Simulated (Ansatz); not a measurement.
Relaxation of C4H7Sb (12 atoms, charge 0, multiplicity 1), to a largest force component of 0.015 eV/Å in at most 40 steps.

Theory: RKS BLYP-D4/def2-SVP (Ansatz).

```xyz
12
Properties=species:S:1:pos:R:3
C -0.696 1.848 1.547
C -0.925 0.780 0.823
C 0.087 0.295 -0.107
C 0.016 -0.807 -0.807
Sb 1.473 -1.517 -2.146
H -1.523 2.252 2.203
H 0.197 2.470 1.463
H -1.812 0.253 0.921
H 1.052 0.859 -0.153
H -0.972 -1.389 -0.702
H 2.462 -2.021 -0.753
H 0.717 -3.077 -2.254
```

Problem. Where does it end, and by what steps?

Solution. The forces met the threshold. After 22 steps the energy has fallen by 0.465 eV; H11 moved furthest, 1.18 Å.

```
step  energy less start (eV)  largest force component (eV/Å)  accepted
   0                  0.0000                           2.713       yes
   1                 -0.3562                           1.099       yes
   2                 -0.4087                           0.385       yes
   3                 -0.4217                           0.151       yes
   4                 -0.4249                           0.052       yes
   5                 -0.4276                           0.203       yes
   6                 -0.4267                           0.220        no
   7                 -0.4348                           0.068       yes
   8                 -0.4401                           0.114       yes
   9                 -0.4452                           0.173       yes
  10                 -0.4445                           0.421        no
  11                 -0.4506                           0.196       yes
  12                 -0.4565                           0.038       yes
  13                 -0.4597                           0.130       yes
  14                 -0.4589                           0.275        no
  15                 -0.4630                           0.025       yes
  16                 -0.4645                           0.069       yes
  17                 -0.4646                           0.106       yes
  18                 -0.4652                           0.056       yes
  19                 -0.4654                           0.033       yes
  20                 -0.4654                           0.027       yes
  21                 -0.4655                           0.022       yes
  22                 -0.4655                           0.009       yes
```

```xyz
12
Properties=species:S:1:pos:R:3
C -0.901 2.064 1.436
C -0.863 0.809 0.929
C 0.169 0.323 0.013
C 0.214 -0.934 -0.499
Sb 1.802 -1.560 -1.862
H -1.697 2.387 2.122
H -0.131 2.808 1.176
H -1.650 0.086 1.209
H 0.950 1.057 -0.258
H -0.568 -1.662 -0.225
H 2.054 -3.084 -1.046
H 0.698 -2.349 -2.961
```

Whether the end is a true minimum wasn't checked by a vibrational analysis.

Run time: 48 s on 2 threads of Arm Neoverse V2 (shared host), peak memory 0.15 GiB.
